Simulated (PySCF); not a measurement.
Geometry:
```tsv
atom	x (Å)	y (Å)	z (Å)
C1	3.441	0.652	0.129
C2	2.118	0.735	0.085
C3	1.248	-0.444	0.097
N4	1.776	-1.597	0.153
C5	-0.217	-0.168	0.040
C6	-1.165	-1.193	0.048
C7	-2.509	-0.867	-0.007
C8	-2.873	0.469	-0.068
C9	-1.859	1.417	-0.071
N10	-0.580	1.112	-0.019
H11	3.926	-0.308	0.177
H12	4.066	1.529	0.119
H13	1.603	1.683	0.036
H14	1.130	-2.381	0.158
H15	-0.865	-2.230	0.096
H16	-3.259	-1.644	-0.002
H17	-3.909	0.766	-0.113
H18	-2.082	2.475	-0.117
```

Computed data (PySCF): structure optimised with GFN2-xTB, GIAO PBE0/pcSseg-1 shieldings. Non-relativistic, gas phase, a single conformation.

Shifts are taken against calculated references (same method and geometry level): 13C (σ = 186.93 ppm) vs TMS.

Question: Do the 13C shifts follow the atomic charges (in e)? Tabulate both.

Answer: 
```
atoms  hybridisation  δ (ppm)  σ para (ppm)  Hirshfeld    IAO  Mulliken  ESP-fitted
   C3              –    170.8          -236      +0.08  +0.16     +0.03       +0.32
   C9              –    155.1          -217      +0.02  -0.01     +0.17       +0.36
   C5              –    154.9          -224      +0.06  +0.09     +0.21       +0.58
   C7              –    142.7          -208      -0.03  -0.12     +0.00       +0.19
   C2              –    137.4          -204      -0.07  -0.17     -0.17       -0.23
   C1              –    132.4          -197      -0.08  -0.26     -0.05       -0.24
   C8              –    129.4          -201      -0.04  -0.18     -0.17       -0.46
   C6              –    124.0          -194      -0.05  -0.17     -0.07       -0.55
```

Correlation coefficients of δ with charge over these carbons: Hirshfeld +0.91, IAO +0.92, Mulliken +0.67, ESP-fitted +0.88; with the paramagnetic shielding -0.98. With so few points these coefficients are fragile. Charge is one influence among several: hybridisation and low-lying excitations act through the paramagnetic term.

Shifts are as computed. Against solution values, carbons near 30 ppm lie about +3 ppm off and those near 130 ppm about +5 ppm. Of 1211 compounds with measured shifts, 218 miss one by over three times the rms of a fit or turn the order of signals round; such compounds aren't used in these exercises.
